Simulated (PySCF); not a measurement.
Simulation results for BH$_{4}$Si

All values are calculated (PySCF 2.14.0). Calculation on a computer-drawn molecule: vertical ionisation energy to the stated ion spin, frozen-core CCSD(T) at the basis limit and cheaper methods, single-reference cases, UHF for radicals, no spin-orbit; all values are single points at the evaluated structure, the first of each entry, which is the reference or a displaced copy of it and isn't optimised; the reference structure only sets the zero of the energies above reference; triples share is (T) over the correlation energy.

BH$_{4}$Si

Evaluated structure:
```xyz
6
BH4Si
B     -1.7625    -0.0911    -1.0575
Si     0.2253     0.1934     0.4395
H     -2.4783     0.6823    -1.8190
H     -0.1791    -0.2753     1.8110
H      0.7643     1.5352     0.5873
H      1.3168    -0.7218    -0.0552
```

Reference structure:
```xyz
6
BH4Si
B     -1.7861    -0.0594    -1.0903
Si    -0.1941     0.1094     0.1385
H     -2.4558     0.6474    -1.7814
H     -0.5984    -0.3629     1.4858
H      0.3562     1.4822     0.2740
H      0.8820    -0.7725    -0.3772
```

Here we set charge 0, multiplicity 2, ion multiplicity 1, diffuse functions no, basis cc-pV(n+d)Z, reference is the Hartree-Fock double-zeta minimum, best is HF at quadruple zeta + MP2 correlation extrapolated from triple and quadruple zeta + CCSD(T) minus MP2 at triple zeta and basis step is the size of the change from the same recipe one zeta lower.

Drawn bonds:
| atom | other atom | order |
| --- | --- | --- |
| 1 | 2 | 1 |
| 1 | 3 | 1 |
| 2 | 4 | 1 |
| 2 | 5 | 1 |
| 2 | 6 | 1 |

Question: BH$_{4}$Si: dipole magnitude r2SCAN at triple zeta?
Answer: 0.4533 debye

Further results for BH$_{4}$Si:

| Quantity | Value |
| --- | --- |
| ionisation energy best | 8.008 eV |
| ionisation energy basis step | 0.02287 eV |
| energy above reference best | 26.01 kcal/mol |
| energy above reference basis step | 0.5781 kcal/mol |
| total energy HF triple zeta | -315.8311 hartree |
| total energy CCSD(T) triple zeta | -316.0831 hartree |
| total energy best | -316.1114 hartree |
| T1 diagnostic at triple zeta | 0.01401 |
| D1 diagnostic at triple zeta | 0.03211 |
| spin squared at triple zeta | 0.7584 |
| ion T1 diagnostic at triple zeta | 0.01344 |
| ion D1 diagnostic at triple zeta | 0.02325 |
| triples share at triple zeta | 0.03109 |
| basis functions triple zeta | 125 |
| dipole magnitude HF at triple zeta | 0.493 debye |
| dipole magnitude CCSD unrelaxed at triple zeta | 0.5199 debye |
| dipole magnitude PBE at triple zeta | 0.4865 debye |
| dipole magnitude B3LYP at triple zeta | 0.503 debye |
| dipole magnitude wB97X at triple zeta | 0.5422 debye |

Triple zeta:
| method | ionisation energy (eV) | energy above reference (kcal/mol) |
| --- | --- | --- |
| HF | 7.547 | 26.29 |
| PBE | 8.181 | 23.84 |
| r2SCAN | 8.341 | 25.74 |
| B3LYP | 8.159 | 25.02 |
| wB97X | 8.041 | 26.51 |
| MP2 | 7.95 | 26.63 |
| CCSD | 7.93 | 25.55 |
| CCSD(T) | 7.971 | 25.11 |
